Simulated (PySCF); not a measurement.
From computed data to an observable: entropy of an ideal gas

BFH2S2, SMILES FB(S)S.

Geometry optimised at ωB97X-D3(BJ)/def2-SVP. One conformer was computed; it need not be the lowest.

ωB97X-D3(BJ)/def2-SVP in PySCF gives the harmonic wavenumbers 254, 255, 333, 358, 517, 527, 781, 868, 1076, 1323, 2779, 2789 cm⁻¹ and the rotational temperatures 0.3284, 0.1412, 0.0987 K. The molar mass is 95.94 g/mol, the symmetry number 2, the spin multiplicity 1.

**Question.** Work out the entropy at 298.15 K and 1 atm in the rigid-rotor, harmonic-oscillator model.

**Answer.** 
Translation (Sackur–Tetrode at 1 atm): S = R[1.5 ln M + 2.5 ln T − 1.16487] = 165.7 J/(mol K).
Rotation: q = (√π/σ) T^1.5/√(θA θB θC) = 67400, S = R[ln q + 3/2] = 104.9 J/(mol K).
Vibration: with u = 1.4388 ν/T, each mode gives R[u/(e^u − 1) − ln(1 − e^−u)]:
| ν (cm⁻¹) | modes | u | S (J/(mol K)) |
|---|---|---|---|
| 254 | 1 | 1.23 | 7.12 |
| 255 | 1 | 1.23 | 7.10 |
| 333 | 1 | 1.61 | 5.21 |
| 358 | 1 | 1.73 | 4.73 |
| 517 | 1 | 2.49 | 2.58 |
| 527 | 1 | 2.54 | 2.49 |
| 781 | 1 | 3.77 | 0.93 |
| 868 | 1 | 4.19 | 0.66 |
| 1076 | 1 | 5.19 | 0.29 |
| 1323 | 1 | 6.38 | 0.10 |
The stiffer modes add less than 0.005 each. Sum 31.2 J/(mol K).
Spin: R ln 1 = 0.0 J/(mol K).
Total 301.8 J/(mol K); the program's own thermochemistry gives 301.8. Translation makes up 55 % and vibration 10 %. Anharmonicity, hindered rotation and orbital degeneracy are left out.
